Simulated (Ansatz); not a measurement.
## Ansatz (development build ahead of 0.2.0) run

```yaml
crystal:
  periodic: [false, false, false]
  atoms:
    - { symbol: Ti, position_ang: [0.0, 0.0, 0.0] }
    - { symbol: Cl, position_ang: [0.0, 0.0, 4.1125] }
basis:
  gaussian: { orbitals: pcseg-2 }
magnetization:
  spin_polarized: true
  initial_magnetization: 3
hamiltonian:
  xc: pbe
```

The input is written out in the form of the current development build from the run's settings.

Output:

```json
{
 "Converged": "yes",
 "Total energy": "-1309.16756 hartree",
 "Spin squared of the determinant": "4.025",
 "Stability test": "minimum"
}
```

Caution: other spin multiplicities were not run; the unrestricted determinant is spin contaminated.
